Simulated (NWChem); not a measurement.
Everything below was run with NWChem. System: H$_{2}$BF$_{3}$O$_{2}$Si, charge 0, spin multiplicity 1, at a geometry optimised with PBE/def2-SVP. The structure started from a generated list of species. Level: MP2/def2-SVP, 11 core orbitals frozen.

Part of the output:

```
             Northwest Computational Chemistry Package (NWChem) 7.3.0
             --------------------------------------------------------

                                NWChem Input Module
                                -------------------

 Scaling coordinates for geometry "geometry" by  1.889725989
 (inverse scale =  0.529177249)

                             Geometry "geometry" -> ""
                             -------------------------

 Output coordinates in angstroms (scale by  1.889725989 to convert to a.u.)

  No.       Tag          Charge          X              Y              Z
 ---- ---------------- ---------- -------------- -------------- --------------
    1 Si                  14.0000     0.65687600     0.09662000     0.01211300
    2 F                    9.0000     0.73316800     1.71268000    -0.24338700
    3 F                    9.0000     1.42950300    -0.18793800     1.41262300
    4 F                    9.0000     1.54767100    -0.60170600    -1.15300000
    5 B                    5.0000    -1.31123800    -0.34946400    -0.00256400
    6 O                    8.0000    -1.72856500    -1.63252600     0.15916400
    7 O                    8.0000    -2.21468200     0.66452200    -0.17767500
    8 H                    1.0000    -2.70430300    -1.70138400     0.13126700
    9 H                    1.0000    -1.78287500     1.53273700    -0.28605100

 Effective nuclear repulsion energy (a.u.)     386.7160955342

            Nuclear Dipole moment (a.u.)
            ----------------------------
        X                 Y               Z
 ---------------- ---------------- ----------------
    -0.0000037795     0.0000094486     0.0000264562


 Summary of "ao basis" -> "" (spherical)
 ------------------------------------------------------------------------------
       Tag                 Description            Shells   Functions and Types
 ---------------- ------------------------------  ------  ---------------------
 *                          def2-svp                  on all atoms

 Summary of "ao basis" -> "ao basis" (spherical)
 ------------------------------------------------------------------------------
       Tag                 Description            Shells   Functions and Types
 ---------------- ------------------------------  ------  ---------------------
 Si                         def2-svp                 8       18   4s3p1d
 F                          def2-svp                 6       14   3s2p1d
 B                          def2-svp                 6       14   3s2p1d
 O                          def2-svp                 6       14   3s2p1d
 H                          def2-svp                 3        5   2s1p

                                 NWChem SCF Module
                                 -----------------

  ao basis        = "ao basis"
  functions       =   112
  atoms           =     9
  closed shells   =    32
  open shells     =     0
  charge          =   0.00
  wavefunction    = RHF
  use symmetry    = F
  symmetry adapt  = F

 Summary of "ao basis" -> "ao basis" (spherical)
 ------------------------------------------------------------------------------
       Tag                 Description            Shells   Functions and Types
 ---------------- ------------------------------  ------  ---------------------
 Si                         def2-svp                 8       18   4s3p1d
 F                          def2-svp                 6       14   3s2p1d
 B                          def2-svp                 6       14   3s2p1d
 O                          def2-svp                 6       14   3s2p1d
 H                          def2-svp                 3        5   2s1p

 Forming initial guess at       0.1s

      Superposition of Atomic Density Guess
      -------------------------------------

 Sum of atomic energies:        -761.50093886

      Non-variational initial energy
      ------------------------------

 Total energy =    -763.220987
 1-e energy   =   -1827.253533
 2-e energy   =     677.316451
 HOMO         =      -0.386595
 LUMO         =       0.013363

 Starting SCF solution at       2.0s

 ----------------------------------------------
         Quadratically convergent ROHF
[...]
  ----- ------------  ---------------      ----- ------------  ---------------
    80      0.454638  6 O  pz                94     -0.423863  7 O  pz
    83      0.360103  6 O  pz                97     -0.339769  7 O  pz

 Vector   32  Occ=2.000000D+00  E=-4.863529D-01
              MO Center= -6.3D-01, -7.2D-02, -1.5D-02, r^2= 2.6D+00
   Bfn.  Coefficient  Atom+Function         Bfn.  Coefficient  Atom+Function
  ----- ------------  ---------------      ----- ------------  ---------------
    64      0.336838  5 B  px                 3     -0.303561  1 Si s
    92      0.281981  7 O  px                 8      0.252760  1 Si px
    95      0.210528  7 O  px                62     -0.180881  5 B  s
     2     -0.166045  1 Si s

 Vector   33  Occ=0.000000D+00  E= 9.712866D-02
              MO Center= -6.9D-01, -1.6D-01, -8.0D-03, r^2= 3.2D+00
   Bfn.  Coefficient  Atom+Function         Bfn.  Coefficient  Atom+Function
  ----- ------------  ---------------      ----- ------------  ---------------
    69      0.537259  5 B  pz                13      0.452800  1 Si pz
    66     -0.318208  5 B  pz                83     -0.250813  6 O  pz
    97     -0.250104  7 O  pz                94     -0.185603  7 O  pz
    80     -0.181887  6 O  pz                35     -0.177296  3 F  s
    49      0.172295  4 F  s

 Vector   34  Occ=0.000000D+00  E= 1.578319D-01
              MO Center= -7.4D-01,  4.8D-01, -9.3D-02, r^2= 4.9D+00
   Bfn.  Coefficient  Atom+Function         Bfn.  Coefficient  Atom+Function
  ----- ------------  ---------------      ----- ------------  ---------------
    91      0.676204  7 O  s                109     -0.650710  9 H  s
    12     -0.557215  1 Si py               104      0.418122  8 H  s
    21      0.330044  2 F  s                 77     -0.323677  6 O  s
    67      0.313610  5 B  px                 4     -0.275121  1 Si s
    68     -0.242400  5 B  py                95      0.182104  7 O  px

 Vector   35  Occ=0.000000D+00  E= 1.682138D-01
              MO Center= -2.2D+00, -6.7D-01,  6.7D-03, r^2= 5.7D+00
   Bfn.  Coefficient  Atom+Function         Bfn.  Coefficient  Atom+Function
  ----- ------------  ---------------      ----- ------------  ---------------
   104     -0.898302  8 H  s                 77      0.852513  6 O  s
   109     -0.724053  9 H  s                 91      0.521362  7 O  s
     4     -0.473200  1 Si s                 68      0.297407  5 B  py
    81     -0.298669  6 O  px                 3      0.284955  1 Si s
    63     -0.276330  5 B  s                 67      0.210570  5 B  px

 center of mass
 --------------
 x =   0.09940870 y =   0.01074166 z =   0.00242836

 moments of inertia (a.u.)
 ------------------
         661.227746812730        -111.849289062646         -12.043854748789
        -111.849289062646        1168.836927156355          23.042697359080
         -12.043854748789          23.042697359080        1363.631076630168

  Mulliken analysis of the total density
  --------------------------------------

    Atom       Charge   Shell Charges
 -----------   ------   -------------------------------------------------------
    1 Si  14    12.57   2.00  1.99  0.85 -0.02  5.94  0.99  0.34  0.48
    2 F    9     9.49   1.99  1.11  0.83  3.33  2.21  0.01
    3 F    9     9.46   1.99  1.12  0.83  3.33  2.19  0.01
    4 F    9     9.46   1.99  1.12  0.83  3.33  2.19  0.01
    5 B    5     4.90   1.99  0.78  0.13  1.46  0.33  0.20
    6 O    8     8.29   1.99  1.06  0.60  2.86  1.76  0.01
    7 O    8     8.30   1.99  1.06  0.61  2.86  1.77  0.01
    8 H    1     0.77   0.65  0.05  0.07
    9 H    1     0.76   0.65  0.03  0.07

       Multipole analysis of the density wrt the origin
       ------------------------------------------------

     L   x y z        total         open         nuclear
     -   - - -        -----         ----         -------
     0   0 0 0     -0.000000      0.000000     64.000000

     1   1 0 0     -1.215982      0.000000     -0.000004
     1   0 1 0      0.154862      0.000000      0.000009
     1   0 0 1     -0.072172      0.000000      0.000026

     2   2 0 0    -32.671001      0.000000    475.159218
     2   1 1 0      1.245998      0.000000     58.393635
     2   1 0 1     -0.100653      0.000000      6.206951
     2   0 2 0    -33.496129      0.000000    217.174094
     2   0 1 1     -0.087143      0.000000    -12.717421
     2   0 0 2    -34.368120      0.000000    110.751937

                   NWChem MP2 Semi-direct Energy/Gradient Module
                   ---------------------------------------------

  Basis functions       =    112
  Molecular orbitals    =    112
  Frozen core           =     11
  Frozen virtuals       =      0
  Active alpha occupied =     21
  Active beta occupied  =     21
  Active alpha virtual  =     80
  Active beta virtual   =     80
  Use MO symmetry       = F
  Use skeleton AO sym   = F

  AO/Fock/Back tols     =   1.0D-09  1.0D-09  1.0D-09

 GA uses MA = F    GA memory limited = T

 Available:
  local mem=  1.15D+08
 global mem=  1.31D+08
 local disk=  0.00D+00
  mp2_memr nvloc                    80
  nvloc new                    80
   1 passes of  21:        3145728                      68429                  31397538.
   1 passes of  21: M    114683754           G      131046912           F     111538026.

 Semi-direct pass number   1 of   1  for RHF alpha+beta  at        6.1s
  vrange nnbf                  5493
  mp2_eaftype                   119  avail_ma_in_mb                   999
 EAF : mp2_eaftype filesize         119   15698769.
  mp2_eaf for mointskh                    119
Node 0 wrote     73.8 Mb in      0.0 s     Agg I/O rate:  1644.5 Mb/s
 Done moints_semi at       10.9s
  mp2_eaftype                   119  avail_ma_in_mb                   880
 EAF : mp2_eaftype filesize         119   15698769.
  mp2_eaf for kh                   119
 Done maket at       11.5s
 Done multipass loop at       11.5s

          -------------------------------------------
          SCF energy                -762.654803805723
          Correlation energy          -1.095361510804
          Singlet pairs               -0.647419010694
          Triplet pairs               -0.447942500110
          Total MP2 energy          -763.750165316526
          -------------------------------------------

          ---------------------------------------------------
                    Spin Component Scaled (SCS) MP2
          Same spin pairs                     -0.298628333406
          Same spin scaling factor             0.333333333333
          Opposite spin pairs                 -0.796733177397
          Opposite spin scaling fact.          1.200000000000
          SCS-MP2 correlation energy          -1.055622590679
          Total SCS-MP2 energy              -763.710426396402
          ---------------------------------------------------

 -----------------------
 Performance information
 -----------------------

 Timer overhead =  2.24D-07 seconds/call

               Nr. of calls         CPU time (s)                 Wall time (s)                GFlops
             ---------------    -------------------     ------------------------------   -------------------
Name         Min   Avg   Max    Min     Avg     Max     Min     Avg     Max   Mx/calls   Min     Max     Sum
mp2: moin     1     1     1    4.8     4.8     4.8      4.8     4.8     4.8     4.8      0.0     0.0     0.0
mp2: make     1     1     1   0.62    0.62    0.62     0.62    0.62    0.62    0.62      0.0     0.0     0.0
mp2: tota     1     1     1    5.5     5.5     5.5      5.5     5.5     5.5     5.5      0.0     0.0     0.0

 The average no. of pstat calls per process was 3.00D+00
 with a timing overhead of 6.72D-07s

 Task  times  cpu:       11.5s     wall:       11.5s

 Total times  cpu:       11.5s     wall:       11.5s
```

### Question
Write an NWChem input that would produce this output.

### Answer
One answer among several that fit: 
```
start mol
memory heap 200 mb stack 800 mb global 1000 mb
geometry units angstroms nocenter noautoz noautosym
  Si     0.656876     0.096620     0.012113
  F      0.733168     1.712680    -0.243387
  F      1.429503    -0.187938     1.412623
  F      1.547671    -0.601706    -1.153000
  B     -1.311238    -0.349464    -0.002564
  O     -1.728565    -1.632526     0.159164
  O     -2.214682     0.664522    -0.177675
  H     -2.704303    -1.701384     0.131267
  H     -1.782875     1.532737    -0.286051
end
basis spherical
  * library def2-svp
end
scf
  rhf
  nopen 0
  maxiter 100
  thresh 1e-7
  semidirect memsize 60000000 filesize 0
end
mp2
  freeze core 11
end
task mp2 energy
```
